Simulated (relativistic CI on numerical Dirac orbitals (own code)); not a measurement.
## One change at a time: Lu67+

Base calculation: Dirac-Coulomb-Breit CI, separate exchange-only KLI orbitals for each configuration, model QED, unscaled Slater integrals.

CI space (outside the closed core 1s2): 2s², 2s2p, 2p², 2p3s, 2p3p, 2s3s, 2s3p, 2s3d, 2s4s, 2s4p, 2s4d, 2s4f, 2s5s, 3s², 2s5p, 2s5d, 2s5f, 2s5g, 3s3p, 3p². Levels of other configurations are missing.

Variants: (1) QED terms removed; (2) configuration mixing switched off. Shifts of the energy above 2s² ¹S0, in eV, for the lowest level and the first level of each name with at least 55 % of one term (blank where a level changes its place among those of its configuration and J or its character, or is not in the variant):

```
    Level     Base   Δ(1)   Δ(2)
  2s² ¹S0      0.0    0.0    0.0
2s2p ³P°0    160.4  +15.8  -10.7
2s2p ³P°1    193.1  +15.8  -10.7
  2p² ³P0    454.6  +31.6  -18.3
2s2p ³P°2   1387.4  +14.4  -10.8
2s2p ¹P°1   1474.3  +14.5  -10.7
  2p² ³P1   1640.0  +30.8  -10.8
  2p² ¹D2   1658.1  +30.8  -10.4
  2p² ³P2   2879.0  +29.5  -10.6
  2p² ¹S0   2944.7  +29.4  -13.4
 2s3s ³S1   9984.8  +12.0   -9.7
 2s3s ¹S0  10017.0  +12.2   -7.0
2s3p ³P°0  10060.8  +16.8  -10.7
2s3p ³P°1  10061.2  +16.9   -9.6
2p3s ³P°0  10184.9  +28.5  -11.0
2p3s ³P°1  10186.5  +28.3   -9.6
 2p3p ³D1  10230.7  +33.2  -10.0
 2p3p ³P0  10282.3  +33.0  -13.8
2s3p ³P°2  10423.0  +16.4  -10.8
2s3p ¹P°1  10430.8  +16.5  -12.1
 2s3d ³D1  10455.7  +17.3  -11.5
 2s3d ³D2  10460.9  +17.2  -10.4
```

At this charge energies of transitions that change n are usually good to better than 1 %, and those within a shell (Δn = 0) to a few per cent.

Ionisation energy from the two ground configurations alone: base 17606.3 eV; QED terms removed 17624 eV. The NIST ASD value (theoretical) is 17610 eV.

LS names give the leading component of a level, which can be under half, so a name can repeat, a term be missing and a line seem to break the LS rules.
